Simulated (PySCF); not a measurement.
## Static response to an electric field

Species: C5H10OSi.
Numbering: `[CH3:1][C:2]#[C:3][Si@@H:4]([OH:5])[CH2:6][CH3:7]` (hydrogens: H8, H9, H10 on C1; H11 on Si4; H12 on O5; H13, H14 on C6; H15, H16, H17 on C7)

Cartesian coordinates in Å at the PBE0-D3(BJ)/def2-SVP level; atoms count from 1:
```
atom  x, y, z in Å
C1     3.349    0.644   -0.368
C2     2.030    0.044   -0.288
C3     0.921   -0.461   -0.226
Si4   -0.753   -1.205   -0.124
O5    -0.889   -2.089    1.287
C6    -2.071    0.116   -0.053
C7    -1.922    1.068    1.130
H8     4.067    0.105    0.269
H9     3.731    0.622   -1.401
H10    3.326    1.694   -0.038
H11   -0.933   -2.080   -1.324
H12   -0.148   -2.662    1.499
H13   -3.048   -0.396   -0.025
H14   -2.042    0.664   -1.011
H15   -1.979    0.523    2.085
H16   -0.950    1.585    1.107
H17   -2.709    1.838    1.136
```

Level: wB97X-D/def2-SVPD (PySCF), static field, nuclei fixed, core orbitals frozen in the response. The polarisability tensor in these axes (au):

```
x   112.05   9.51  -4.25
y     9.51  83.89   1.29
z    -4.25   1.29  75.33
```

**Question.** Diagonalise the tensor; give its mean and Δα, where Δα² is half the sum of the squared differences of the eigenvalues.

**Answer.** Principal values 74.10, 81.86 and 115.31 au; mean 90.42 au = 13.40 Å³ = 14.91 × 10⁻⁴⁰ C²·m²/J; Δα = 37.92 au (42 % of the mean).

**Question.** What is the dipole moment, and where does it point?

**Answer.** (2.08, 0.72, -0.38) D, 2.23 D in size, pointing from the negative to the positive side. Measured along this direction, the outermost atoms are H13 at the negative end and H9 at the positive end.

**Question.** Find the Langevin capture rate constant for NH4+ (18.034 u) meeting this molecule (114.050 u), k = 2.342 × 10⁻⁹ cm³/s × √(α in Å³ / reduced mass in u).

**Answer.** The reduced mass is 15.57 u, so k = 2.17 × 10⁻⁹ cm³/s. The formula leaves out the permanent dipole, which adds to the capture rate.

**Question.** What would n − 1 = 2πNα be for an ideal gas of these molecules at 298.15 K and 1 atm, electronic part alone?

**Answer.** N = p/kT = 2.4615 × 10¹⁹ cm⁻³, so n − 1 = 2π × N × 13.40 × 10⁻²⁴ cm³ = 2072 × 10⁻⁶ at long wavelengths, for an ideal gas.

**Question.** Molar refractivity from α?

**Answer.** Lorentz–Lorenz: R = (4π/3)N_A α = 2.5225 cm³/(mol·Å³) × 13.40 Å³ = 33.8 cm³/mol, in the limit of long wavelengths.

**Question.** Rayleigh depolarisation ratio (linearly polarised light, static tensor)?

**Answer.** ρ = 3Δα²/(45ᾱ² + 4Δα²) = 4314.6/(367937 + 5752.8) = 0.0115.

**Question.** Form Σ f/ω² (atomic units) for the 10 lowest TDDFT singlets, given as eV and f, and set it beside the mean polarisability, which is this sum over all singlets: 5.85, 0.0005; 6.17, 0.0015; 6.25, 0.0010; 7.35, 0.0079; 7.42, 0.0252; 7.49, 0.0328; 7.95, 0.5243; 8.02, 0.0369; 8.33, 0.2437; 8.43, 0.0060.

**Answer.** They add up to 10.17 au, 11.3 % of the 90.42 au; the largest single term is 6.14 au, from the state at 7.95 eV. Terms in order: 0.01, 0.03, 0.02, 0.11, 0.34, 0.43, 6.14, 0.42, 2.60, 0.06 au. Higher excitations give the rest. The strengths listed sum to 0.880.

Isolated species at its PBE0-D3(BJ)/def2-SVP geometry (one conformer only).

These values come from a run that also computed excited states and ΔSCF ions. Hardware: one thread of an Arm Neoverse V2 (shared host). Cost: 4.0 min of wall time (with the writing of density and orbital grids), 1.2 GiB resident at most.
